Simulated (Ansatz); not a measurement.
Calculated with Ansatz (gas phase, PBE0-D4/def2-TZVP geometries, no zero-point term in ΔE). CCSD(T)/CBS is the MP2 limit (def2-TZVPP, def2-QZVPP) plus CCSD(T) − MP2 in def2-TZVPP, frozen cores. This one scheme is used for every species. Functionals use def2-TZVPP. B3LYP here is the variant with VWN-RPA as its local correlation; programs differ in this. HSE06 is defined as in plane-wave codes. One conformer a species, not always the lowest.

Reaction (substitution at a C–Si bond): `N=C([SiH3])S` + H–F → `N=C(F)S` + SiH₄

| level | ΔE (kJ/mol) | difference from CCSD(T)/CBS |
| --- | --- | --- |
| PBE-D4 | 31.8 | -17.9 |
| B3LYP-D4 | 32.2 | -17.5 |
| HSE06-D4 | 33.8 | -15.9 |
| BHLYP-D4 | 31.9 | -17.8 |
| CCSD(T)/def2-SVP | 17.1 | -32.6 |
| HF/def2-TZVPP | 15.4 | -34.3 |
| CCSD/def2-TZVPP | 38.4 | -11.3 |
| CCSD(T)/def2-TZVPP | 41.2 | -8.5 |
| MP2/def2-QZVPP | 54.3 | 4.6 |
| SCS-MP2/def2-QZVPP | 46.9 | -2.8 |
| CCSD(T)/CBS | 49.7 | 0 |

What do rigid-rotor, harmonic-oscillator terms from PBE0-D4/def2-TZVP frequencies (298.15 K, 1 bar) make of the CCSD(T)/CBS value? (Estimate.)

Computed: ΔZPE = -1.0 kJ/mol, ΔH = +45.2 kJ/mol, ΔS = -16 J/(mol·K), ΔG = +50.0 kJ/mol. Modes under 50 cm⁻¹ make the entropy rough.

Largest T1 diagnostic among the species: 0.014.

The D4 term adds +10.0 kJ/mol with B3LYP and +5.5 kJ/mol with PBE0; it sums over pairs of atoms, weighted by their polarisabilities, and B3LYP, whose exchange is more repulsive, gets the larger term. Leaving LDA and LC-ωPBE aside and taking each functional with its dispersion term where it has one, the values, not all of them listed here, spread over 16.0 kJ/mol, from B97M-V to PBE-QIDH. LDA lies −3.4 kJ/mol from PBE without D4. From r2SCAN to r2SCAN0 (25 % exact exchange), in def2-TZVPP and without D4, ΔE moves by +3.2 kJ/mol.
